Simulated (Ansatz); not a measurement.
CH$_{2}$N (SMILES C#[NH+]), charge +1, singlet, at a GFN2-xTB geometry, with bond 4-2 at 2.2 times its length; PBE0/6-31G* in Ansatz (a quantum-chemistry and plane-wave program).

Ansatz was given this input:
Ansatz 0.2 input:
```yaml
crystal:
  periodic: [false, false, false]
  atoms:
    - {symbol: C, position_ang: [-0.00000000, -0.00000000, -0.60033760]}
    - {symbol: N, position_ang: [0.00000000, 0.00000000, 0.53266898]}
    - {symbol: H, position_ang: [-0.00000000, -0.00000000, -1.67489223]}
    - {symbol: H, position_ang: [0.00000000, 0.00000000, 2.76691414]}
basis:
  gaussian:
    orbitals: 6-31G*
hamiltonian:
  xc: pbe0
total_charge: 1
scf: {lower_state_search: off}
magnetization: {spin_polarized: true}
```

It wrote (shortened):

```
Functional definition: PBE0
these checks for a lower state are left out or cut short: stability, starts, cluster_reference, orbital_swaps, neighbouring_geometries, increment
346 factors; integrals over basis functions are off by at most 4.4e-4 eV
mean field evaluation 1: about -2531.2065 eV, gradient 4.7e1 eV
mean field evaluation 2: about -2489.6959 eV, gradient 8.3e1 eV
mean field evaluation 4: about -2540.9424 eV, gradient 8.0e0 eV
mean field evaluation 8: about -2541.5786 eV, gradient 2.6e-1 eV
mean field evaluation 16: about -2541.5792 eV, gradient 1.5e-6 eV
mean field -2541.57923675 eV, -93.4013142064 hartree, gradient 1.5e-6 eV, S^2 0.000000; 0 other end points of the search recorded, 0 dependent functions left out
reference -2541.57925017 eV, -93.4013146994 hartree; 7, 7 occupied and 27, 27 virtual orbitals, 346 factors
Total energy: -2541.57925017 eV, -93.4013146994 hartree
Checks for a lower state left out: stability, starts, cluster_reference, orbital_swaps, neighbouring_geometries, increment
```
